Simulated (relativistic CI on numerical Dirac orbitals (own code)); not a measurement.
**Line list: Electric-dipole lines, Ne6+**

These numbers are calculated, not measured: Dirac-Coulomb-Breit CI, separate exchange-only KLI orbitals for each configuration, model QED (radiative potential, 1s self-energy scaled to tabulated hydrogen-like ionisation energies), valence Slater integrals scaled by 0.9, configuration energies shifted to the measured levels that pair with them (semi-empirical) (own radial code, finite nucleus).

CI space (outside the closed core 1s2): 2s², 2s2p, 2s3s, 2s3p, 2s3d, 2p3p, 2s4s, 2s4p, 2s4d, 2p4p, 2s5p, 2s5d, 2s6p, 2s6d, 2s7d, 2p², 2p3s, 2s4f, 3s², 3s3p, 3p². Levels of other configurations are missing.

| λ vac (Å) | Lower | Upper | A (s⁻¹) | log gf | S velocity/length |
| --- | --- | --- | --- | --- | --- |
| 82.268 | 2s2p ³P°1 [3] | 2s4d ³D2 [42] | 6.32e+10 | -0.49 | 0.94 |
| 82.332 | 2s2p ³P°2 [4] | 2s4d ³D3 [43] | 8.40e+10 | -0.22 | 0.94 |
| 89.368 | 2s2p ¹P°1 [5] | 2s4d ¹D2 [44] | 7.60e+10 | -0.34 | 0.91 |
| 97.495 | 2s² ¹S0 [1] | 2s3p ¹P°1 [13] | 1.14e+11 | -0.31 | 0.93 |
| 106.17 | 2s2p ³P°0 [2] | 2s3d ³D1 [17] | 1.39e+11 | -0.15 | 0.96 |
| 106.22 | 2s2p ³P°1 [3] | 2s3d ³D2 [18] | 1.87e+11 | 0.20 | 0.96 |
| 106.22 | 2s2p ³P°1 [3] | 2s3d ³D1 [17] | 1.04e+11 | -0.28 | 0.96 |
| 106.32 | 2s2p ³P°2 [4] | 2s3d ³D3 [19] | 2.49e+11 | 0.47 | 0.96 |
| 106.33 | 2s2p ³P°2 [4] | 2s3d ³D2 [18] | 6.22e+10 | -0.28 | 0.96 |
| 116.69 | 2s2p ¹P°1 [5] | 2s3d ¹D2 [20] | 1.75e+11 | 0.25 | 0.92 |
| 324.43 | 2s3p ¹P°1 [13] | 2s4d ¹D2 [44] | 1.42e+10 | 0.05 | 1.01 |
| 332.62 | 2s3p ³P°0 [14] | 2s4d ³D1 [41] | 9.52e+09 | -0.32 | 0.98 |
| 332.78 | 2s3p ³P°1 [15] | 2s4d ³D2 [42] | 1.24e+10 | 0.01 | 0.98 |
| 333.01 | 2s3p ³P°2 [16] | 2s4d ³D3 [43] | 1.72e+10 | 0.30 | 0.98 |
| 465.22 | 2s² ¹S0 [1] | 2s2p ¹P°1 [5] | 4.00e+09 | -0.41 | 0.91 |
| 1284.7 | 2s5p ¹P°1 [53] | 2s6d ¹D2 [74] | 1.07e+09 | 0.12 | 0.89 |
| 1288.8 | 2s5p ³P°2 [51] | 2s6d ³D3 [73] | 1.16e+09 | 0.31 | 0.85 |
| 2149.3 | 2s3s ³S1 [11] | 2s3p ³P°2 [16] | 1.66e+08 | -0.24 | 1.13 |
| 2164.0 | 2s3p ¹P°1 [13] | 2s3d ¹D2 [20] | 1.47e+08 | -0.29 | 0.66 |
| 2312.3 | 2s6p ³P°2 [69] | 2s7d ³D3 [77] | 3.49e+08 | 0.29 | 0.96 |

Terms are leading LS components. Brackets give the number of a level in order of energy, since labels repeat. The list gives strong lines, with weight on those to low levels, without configurations that were not tied to measured data, among the lowest 78 of 88 levels, so that lines to higher ones, which can be the strongest, are missing. Levels whose partners in the same complex of configurations lie outside the list can be far off, and so can their lines. Rates are taken at the computed energies, electric ones in the length gauge. A velocity-to-length ratio far from 1 marks an uncertain rate.

Configurations whose levels could be paired with our table of measured levels were shifted onto them, all but the ground configuration, by the median error of their levels; single terms can still be off by 1,000 to 2,000 cm⁻¹ or more, and rates follow the energies as ν³ (E1, M1) or ν⁵ (E2). The others borrow a shift and can be off by several thousand cm⁻¹ or more. 14 of the 14 excited levels that our extract of the measured tables holds in this range could be paired (the sources list more); they are missed by 1094 cm⁻¹ on average and 7656 at most, after the shifts were fitted to these levels, and levels without a partner can miss by more.
